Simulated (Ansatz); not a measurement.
Mulliken charges of GaH4NS2 (`[NH2][Ga]([SH])[SH]`) from r2SCAN/def2-TZVPP in Ansatz (PBE0-D4/def2-TZVP geometry).

| atom | x (Å) | y (Å) | z (Å) | charge (e) |
| --- | --- | --- | --- | --- |
| N1 | -0.637 | 1.601 | -0.589 | -0.432 |
| Ga2 | -0.007 | 0.015 | 0.005 | 0.462 |
| S3 | 2.100 | -0.105 | 0.626 | -0.274 |
| S4 | -1.404 | -1.681 | 0.130 | -0.274 |
| H5 | -0.038 | 2.385 | -0.785 | 0.159 |
| H6 | -1.548 | 1.706 | -0.999 | 0.159 |
| H7 | 2.022 | -1.396 | 0.985 | 0.101 |
| H8 | -0.488 | -2.526 | 0.627 | 0.101 |

**Question.** By hand: the dipole of these point charges (1 e Å = 4.8032 D).

**Answer.** Σ q r = (-0.016, 0.059, -0.071) e Å, of length 0.094 e Å = 0.45 D.

**Question.** How does the dipole of the full density compare? (An estimate is asked.)

**Answer.** Ansatz gave: (-0.014, 0.060, -0.095) e Å, 0.54 D; the point charges give 0.83 times that, at 8° from its direction.

Point charges leave out the atoms' own dipoles, such as those of lone pairs, and Mulliken's split depends on the basis, so the two needn't agree.
